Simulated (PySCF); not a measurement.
# r2SCAN on Cr (chromium, neutral)

Configuration: [Ar] 3d4 4s2, high-spin 5D determinant (an excited configuration). All numbers are calculated (PySCF 2.14, scalar relativity by spin-free X2C-1e, in aug-cc-pVQZ-DK (9s8p6d4f3g2h, 140 functions)).

| Property | Result |
| --- | --- |
| Total energy | -1050.690 hartree |
| One-electron energy | -1443.102 hartree |
| Hartree (Coulomb) energy | 441.373 hartree |
| Exchange-correlation energy | -48.961 hartree |
| ⟨S²⟩ | 6.0250 |
| ⟨L²⟩ | 6.058 |
| Sum of ⟨r⟩ | 21.51 bohr |
| Sum of ⟨r²⟩ | 42.79 bohr² |
| Traceless quadrupole moment −½Σ⟨3z² − r²⟩ along its main axis | 0.0391 e·bohr² |
| Langevin diamagnetic susceptibility | -33.9 ×10⁻⁶ cm³/mol |
| Time after the integrals | about 12 core-seconds |

```json
{"shell": "1s α", "electrons": "1", "mean orbital energy (eV)": "-5902.3", "spread (eV)": "0", "rms radius, mean of both spins (bohr)": "0.0734"}
{"shell": "1s β", "electrons": "1", "mean orbital energy (eV)": "-5902.3", "spread (eV)": "0", "rms radius, mean of both spins (bohr)": "0.0734"}
{"shell": "2s α", "electrons": "1", "mean orbital energy (eV)": "-679.69", "spread (eV)": "0", "rms radius, mean of both spins (bohr)": "0.318"}
{"shell": "2s β", "electrons": "1", "mean orbital energy (eV)": "-677.78", "spread (eV)": "0", "rms radius, mean of both spins (bohr)": "0.318"}
{"shell": "2p α", "electrons": "3", "mean orbital energy (eV)": "-570.43", "spread (eV)": "0.359", "rms radius, mean of both spins (bohr)": "0.288"}
{"shell": "2p β", "electrons": "3", "mean orbital energy (eV)": "-568.95", "spread (eV)": "0.741", "rms radius, mean of both spins (bohr)": "0.288"}
{"shell": "3s α", "electrons": "1", "mean orbital energy (eV)": "-82.151", "spread (eV)": "0", "rms radius, mean of both spins (bohr)": "0.965"}
{"shell": "3s β", "electrons": "1", "mean orbital energy (eV)": "-77.336", "spread (eV)": "0", "rms radius, mean of both spins (bohr)": "0.965"}
{"shell": "3p α", "electrons": "3", "mean orbital energy (eV)": "-52.321", "spread (eV)": "0.182", "rms radius, mean of both spins (bohr)": "1.04"}
{"shell": "3p β", "electrons": "3", "mean orbital energy (eV)": "-47.442", "spread (eV)": "1.667", "rms radius, mean of both spins (bohr)": "1.04"}
{"shell": "3d α", "electrons": "4", "mean orbital energy (eV)": "-7.647", "spread (eV)": "1.483", "rms radius, mean of both spins (bohr)": "1.48"}
{"shell": "4s α", "electrons": "1", "mean orbital energy (eV)": "-5.460", "spread (eV)": "0", "rms radius, mean of both spins (bohr)": "3.53"}
{"shell": "4s β", "electrons": "1", "mean orbital energy (eV)": "-4.463", "spread (eV)": "0", "rms radius, mean of both spins (bohr)": "3.53"}
```

Densities and radii are taken from the X2C orbitals without a picture-change correction, which distorts them close to the nucleus.
